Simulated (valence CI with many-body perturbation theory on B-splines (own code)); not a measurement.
# Forbidden lines of Sr XVI

Level of theory: relativistic CI+MBPT: five valence electrons over a frozen Dirac-Fock core [Ar], a basis of 7 s, 7 p, 8 d, 6 f, 4 g, 1 h functions for each j, with the one-electron correlation potential Σ1 (screened to all orders), the two-electron term Σ2, the three-electron term Σ3, Breit, model QED; selected single and double excitations, second order for the rest (own B-spline code, finite nucleus).

No measured levels were compared; by estimate terms of the open shell hold to 2 to 4 % of their energy, and close levels can change places. Core correlation moves these levels by up to 10000 cm⁻¹, and in measured spectra 5 to 20 % of such shifts remained as error; rates that hang on mixing are uncertain with them. Only levels of the ground parity were solved; by the run's estimate the other parity begins above the list, which can be wrong where configurations are misplaced.

Lines 1 to 50 of 120 in falling wavelength, among levels below 299450 cm⁻¹, chosen from the decays that carry over 1 % of a level's rate. Wavelengths and rates use the calculated energies, so an error of 2000 cm⁻¹ moves a line at 14930 Å by 30 % and its rate by three times that or more. S is in atomic units (e²a₀⁴ for E2 and M2, e²a₀⁶ for E3), for M1 in squared Bohr magnetons. Weak lines are less certain than strong ones. Lines between different terms over intervals too small for the method are left out, as are lines whose strength nearly cancels. Intervals below about 2000 cm⁻¹, as at the head of this list, are uncertain by tens of per cent.

Names give the largest LS component (configuration and term), which can be under half, so a name can repeat, a term be missing and a line seem to break the LS rules; names also repeat where a configuration has a term twice. Letters in brackets count levels of one name in rising energy.

```tsv
λ vac (Å)	Upper	Lower	Type	A (s⁻¹)	S (a.u.)
82840	3d5 4G_9/2	3d5 4G_7/2	M1	7.49e-02	1.58e+01
76530	3d5 4G_9/2	3d5 4G_11/2	M1	7.56e-02	1.26e+01
29070	3d5 4G_7/2	3d5 4G_5/2	M1	1.33e+00	9.66e+00
25310	3d5 2I_13/2	3d5 2I_11/2	M1	6.67e-01	5.62e+00
23960	3d5 4P_1/2	3d5 4P_3/2	M1	3.64e+00	3.71e+00
15430	3d5 4D_5/2	3d5 4D_7/2	M1	5.16e+00	4.22e+00
14930	3d5 4P_5/2	3d5 4G_5/2	M1	9.11e+00	6.75e+00
13670	3d5 4F_3/2	3d5 4F_5/2	M1	1.34e+01	5.08e+00
12650	3d5 4F_5/2	3d5 2F_7/2 [a]	M1	1.35e+01	6.09e+00
11250	3d5 2G_9/2 [a]	3d5 2G_7/2 [a]	M1	4.24e+00	2.24e+00
10860	3d5 4P_3/2	3d5 4G_5/2	M1	5.10e+00	9.69e-01
9772	3d5 2H_11/2	3d5 2H_9/2	M1	6.64e+00	2.76e+00
9768	3d5 4F_5/2	3d5 2D_3/2 [a]	M1	1.21e+01	2.51e+00
9159	3d5 2F_7/2 [b]	3d5 4F_9/2	M1	9.86e+00	2.25e+00
8653	3d5 2H_9/2	3d5 4F_9/2	M1	1.88e+01	4.51e+00
8431	3d5 2F_5/2 [a]	3d5 2F_7/2 [b]	M1	5.87e+00	7.82e-01
7776	3d5 2G_7/2 [a]	3d5 4F_5/2	M1	2.81e+00	3.91e-01
7398	3d5 4D_1/2	3d5 4P_1/2	M1	5.67e+01	1.70e+00
7365	3d5 2H_9/2	3d5 2F_7/2 [a]	M1	4.46e+00	6.60e-01
6956	3d5 4D_7/2	3d5 4P_5/2	M1	2.60e+01	2.59e+00
6222	3d5 2G_9/2 [a]	3d5 2H_9/2	M1	4.80e+01	4.28e+00
6088	3d5 4D_7/2	3d5 4G_9/2	M1	7.61e+00	5.10e-01
6003	3d5 2F_5/2 [b]	3d5 4F_3/2	M1	3.51e+01	1.69e+00
5984	3d5 2G_9/2 [a]	3d5 2F_7/2 [b]	M1	1.16e+01	9.21e-01
5697	3d5 4F_3/2	3d5 2D_3/2 [a]	M1	2.05e+01	5.63e-01
5671	3d5 4D_7/2	3d5 4G_7/2	M1	1.13e+01	6.12e-01
5652	3d5 4D_1/2	3d5 4P_3/2	M1	3.14e+01	4.21e-01
5451	3d5 4D_5/2	3d5 4P_3/2	M1	1.01e+01	3.64e-01
5371	3d5 2F_7/2 [b]	3d5 2D_5/2 [a]	M1	4.49e+01	2.06e+00
5335	3d5 2G_7/2 [a]	3d5 4F_9/2	M1	1.82e+01	8.19e-01
5280	3d5 2F_5/2 [b]	3d5 2F_7/2 [b]	M1	4.88e+01	1.60e+00
5259	3d5 2D_5/2 [a]	3d5 4D_5/2	M1	1.16e+01	3.75e-01
5009	3d5 4D_3/2	3d5 4P_3/2	M1	5.17e+01	9.63e-01
4816	3d5 2G_7/2 [a]	3d5 2F_7/2 [a]	M1	3.11e+01	1.03e+00
4795	3d5 4D_5/2	3d5 4P_5/2	M1	1.11e+01	2.72e-01
4746	3d5 4D_7/2	3d5 4G_5/2	M1	1.82e+00	5.78e-02
4589	3d5 2H_11/2	3d5 4F_9/2	M1	1.11e+01	4.76e-01
4449	3d5 4D_3/2	3d5 4P_5/2	M1	1.10e+01	1.44e-01
4171	3d5 2F_5/2 [b]	3d5 4F_5/2	M1	1.40e+01	2.26e-01
4147	3d5 4D_5/2	3d5 4G_7/2	M1	9.31e+00	1.48e-01
4050	3d5 2F_7/2 [a]	3d5 4D_5/2	M1	8.94e+00	1.76e-01
4033	3d5 2F_5/2 [a]	3d5 2F_7/2 [a]	M1	7.48e+00	1.09e-01
3923	3d5 2D_5/2 [a]	3d5 4D_7/2	M1	1.59e+01	2.14e-01
3782	3d5 2G_7/2 [a]	3d5 2D_5/2 [a]	M1	2.71e+00	4.35e-02
3711	3d5 2H_9/2	3d5 2I_11/2	M1	2.06e+01	3.91e-01
3686	3d5 2F_5/2 [a]	3d5 2D_3/2 [a]	M1	5.38e+01	5.99e-01
3630	3d5 4D_5/2	3d5 4G_5/2	M1	5.38e+00	5.72e-02
3619	3d5 2G_9/2 [a]	3d5 4F_9/2	M1	1.04e+01	1.82e-01
3428	3d5 4D_3/2	3d5 4G_5/2	M1	1.14e+01	6.81e-02
3281	3d5 2F_5/2 [a]	3d5 2D_5/2 [a]	M1	2.03e+02	1.59e+00
```
